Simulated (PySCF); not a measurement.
Species: C6H9NS2.
Geometry (GFN2-xTB, Å), atoms numbered from 1 in this order:
```xyz
18
C6H9NS2 angstrom
C     -2.744   -0.463    0.155
C     -1.255   -0.205    0.224
S     -0.909    1.552   -0.133
C      0.885    1.528    0.188
C      1.634    0.627   -0.784
C      1.344   -0.860   -0.563
C      1.604   -1.273    0.789
N      1.759   -1.584    1.879
S     -0.402   -1.298   -0.973
H     -3.263    0.180    0.863
H     -2.954   -1.503    0.397
H     -3.114   -0.251   -0.846
H     -0.847   -0.430    1.212
H      1.206    2.562    0.073
H      1.043    1.217    1.223
H      1.358    0.887   -1.808
H      2.709    0.792   -0.659
H      1.937   -1.473   -1.248
```

Computed at PBE0/pcSseg-1 (PySCF, non-relativistic), with Q(33S) = −0.0678 b, Q(14N) = 0.02044 b: S3, 33S (I = 3/2): χzz = 48.83 MHz, η = 0.532; N8, 14N (I = 1): χzz = -4.657 MHz, η = 0.037; S9, 33S (I = 3/2): χzz = 51.05 MHz, η = 0.536.

(1) Find the zero-field quadrupole resonance frequencies of 33S at S3.

(2) Where would the pure quadrupole (NQR) lines of 14N at N8 fall for the rigid, isolated species?

(3) Where would the pure quadrupole (NQR) lines of 33S at S9 fall for the rigid, isolated species?

Answers

(1) From ν = (|χ|/2)√(1 + η²/3): ν = 25.54 MHz (sulfide sulfur).

(2) From ν± = (3/4)|χ|(1 ± η/3) and ν0 = |χ|η/2: ν+ 3.536 MHz, ν− 3.450 MHz, ν0 0.085 MHz (nitrile nitrogen).

(3) From ν = (|χ|/2)√(1 + η²/3): ν = 26.72 MHz (sulfide sulfur).

In a crystal, neighbours and librations shift these lines. GFN2-xTB bond lengths can be off by several hundredths of an ångström, more for odd bonds, and the gradients follow them. With a basis this small, the couplings can be 20 % off.

One conformer stands for the species.
